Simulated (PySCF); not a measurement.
I2Zn. Atoms are numbered in the order given.

```xyz
3

Zn     0.0000     0.0000     0.0000
I      0.0000     0.0000    -2.4329
I      0.0000     0.0000     2.4329
```
Charge 0, spin multiplicity 1.

Coordinates come from a PBE-D3(BJ)/def2-SVP optimisation. The isomer is the one that the SMILES or the coordinates give; other isomers of the formula were not compared. The def2 effective core potentials stand for the cores of I; spin–orbit coupling is left out.

The numbers are results of PBE-D3(BJ)/def2-SVP (PySCF), not measurements.

Frequencies are harmonic and unscaled.

Modes within 1.5 cm⁻¹ of each other (mostly degenerate sets) share a row, with their intensities summed.

### Question
List the normal modes with their intensities. (Estimate from the structure and the level; the computed values follow.)

### Answer

```tsv
mode	ν (cm⁻¹)	IR (km/mol)	Raman (Å⁴/amu)	depolarisation	moving atoms (share of kinetic energy)
1–2	63	6.8	0.0	–	Zn 80 %, I 20 %
3	151	0.0	11.7	0.28	I 100 %
4	330	53.7	0.0	–	Zn 80 %, I 20 %
```
